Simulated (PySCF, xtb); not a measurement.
Sn(Me)(Cl)3 (CH3Cl3Sn), SMILES [CH3][Sn]([Cl])([Cl])[Cl].

Harmonic wavenumbers (cm⁻¹) from GFN2-xTB in xtb at its own minimum, in rising order: 15, 88, 88, 102, 102, 103, 270, 315, 315, 436, 715, 715, 1166, 1395, 1395, 3035, 3065, 3066.

### Question
What does PySCF with PBE-D3(BJ)/def2-SVP give at its own minimum? (An estimate is asked for; the answer gives what the named calculation found.)

### Answer
44, 98, 98, 121, 121, 122, 346, 374, 374, 514, 752, 752, 1142, 1373, 1373, 3002, 3137, 3137. Paired by order, the mean absolute difference is 39 cm⁻¹ and the zero-point energies are 23.4 and 24.1 kcal/mol.
